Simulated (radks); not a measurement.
Results of a calculation; reference values are marked as such.
Spherical quantum dot in the effective-mass picture: electrons in a hard-walled sphere of radius 2.98, all in effective atomic units (hartree* = m*/eps^2 hartree, bohr* = eps/m* bohr), one dielectric constant everywhere. Level of theory: non-relativistic Kohn-Sham, PBE, spin-polarised, spherical densities (a radial shooting solver with Libxc functionals). Levels are named by radial order and angular momentum (1s, 1p, 1d, 2s, ...), and open shells are averaged over m.

N = 22, configuration 1s2 1p6 1d10 1f(up 4, down 0). This is the lowest configuration that the search found. Occupied and some empty levels:

level,occupation,eigenvalue (hartree*),<r> (bohr*)
1s up,1,10.054,1.953
1s down,1,10.109,1.939
1p up,3,10.369,2.048
1p down,3,10.431,2.040
1d up,5,10.900,2.124
1d down,5,10.966,2.120
1f up,4,11.615,2.187
1f down,0,11.685,2.184
2s up,0,11.981,1.351
2s down,0,12.002,1.355
1g up,0,12.500,2.238
1g down,0,12.573,2.236
2p up,0,12.969,1.565
2p down,0,12.996,1.565
2d up,0,14.140,1.703
2d down,0,14.174,1.701

Energy (hartree*): total 135.898, kinetic 42.020, external 0, Hartree 106.15, exchange-correlation -12.275.
